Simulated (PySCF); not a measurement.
Isomers of C7H7N. Method used: PBE0-D3(BJ)/def2-SVP geometry optimisation, gas phase (PySCF). Energies are electronic, without zero-point or thermal terms, for one conformer each. No frequencies were run at this level. Point groups hold within 0.08 Å.

Question: Rank from lowest to highest electronic energy at this level (kcal/mol).
A. `[H]/[N:1]=[CH:2]\[c:3]1[cH:4][cH:5][cH:6][cH:7][cH:8]1` with N1–C2–C3–C4 0°
B. `N#C[C@]12C[C@@H]3[C@H](C1)[C@@H]32`
C. `[CH2:1]=[CH:2]/[CH:3]=[CH:4]/[C:5](=[CH2:6])[C:7]#[N:8]` with C1–C2–C3–C4 180°, C3–C4–C5–C6 180°

Answer: A (0.0), C (43.4), B (54.9).

As drawn, the lowest has an aromatic ring, a C=N bond and an N–H bond, which the highest lacks; the highest has a three-membered ring, a four-membered ring and a C≡N group, which the lowest lacks.

| SMILES | E (Eh) | E rel (kcal/mol) | dipole (D) | point group | A, B, C (MHz) |
| --- | --- | --- | --- | --- | --- |
| [H]/N=C\c1ccccc1 | -325.08433 | 0.0 | 2.86 | Cs | 5213, 1552, 1196 |
| C=C/C=C/C(=C)C#N | -325.01516 | 43.4 | 3.66 | Cs | 4046, 1088, 857.3 |
| N#C[C@]12C[C@@H]3[C@H](C1)[C@@H]32 | -324.99679 | 54.9 | 4.20 | Cs | 4852, 1797, 1635 |
